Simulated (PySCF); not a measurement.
Isomers of C6H10O, from PBE0-D3(BJ)/def2-SVP geometry optimisation, gas phase in PySCF 2.14.0. One conformer each, no zero-point energy, no frequencies.

Task: Which isomer lies lowest at this level?
A. `[CH2:1]=[C:2]=[CH:3][C@H:4]([CH3:5])[O:6][CH3:7]` with C2–C3–C4–C5 -117°, C3–C4–O6–C7 -69°: A = 3785, B = 1721, C = 1279 MHz, dipole 1.04 D
B. `[OH:1][C@H:2]1[CH2:3][CH:4]=[CH:5][CH2:6][CH2:7]1` with H–O1–C2–C3 -64°, O1–C2–C3–C4 170°, C2–C3–C4–C5 -14°, C4–C5–C6–C7 -14°, C5–C6–C7–C2 45°: A = 4603, B = 2362, C = 1673 MHz, dipole 1.45 D
C. `[CH2:1]=[CH:2][C:3](=[CH2:4])[CH2:5][O:6][CH3:7]` with C1–C2–C3–C4 180°, C2–C3–C5–O6 180°, C3–C5–O6–C7 180°: A = 4974, B = 1556, C = 1203 MHz, dipole 1.20 D
D. `[CH3:1][O:2][CH:3]1[C:4]([CH3:5])=[C:6]1[CH3:7]` with C1–O2–C3–C4 153°: A = 3400, B = 2024, C = 1362 MHz, dipole 1.42 D

Result: B. That is 3-cyclohexen-1-ol (`O[C@H]1CC=CCC1`), 35.0 kcal/mol below the next.

```tsv
SMILES	mapped SMILES	E (Eh)	relative (kcal/mol)	relative (kJ/mol)	dipole (D)
O[C@H]1CC=CCC1	[OH:1][C@H:2]1[CH2:3][CH:4]=[CH:5][CH2:6][CH2:7]1	-309.29218	0.0	0.0	1.45
C=CC(=C)COC	[CH2:1]=[CH:2][C:3](=[CH2:4])[CH2:5][O:6][CH3:7]	-309.23635	35.0	146.6	1.20
C=C=C[C@H](C)OC	[CH2:1]=[C:2]=[CH:3][C@H:4]([CH3:5])[O:6][CH3:7]	-309.22039	45.0	188.5	1.04
COC1C(C)=C1C	[CH3:1][O:2][CH:3]1[C:4]([CH3:5])=[C:6]1[CH3:7]	-309.21397	49.1	205.3	1.42
```

As drawn, the lowest has an O–H bond, which the highest lacks; the highest has a three-membered ring, which the lowest lacks.
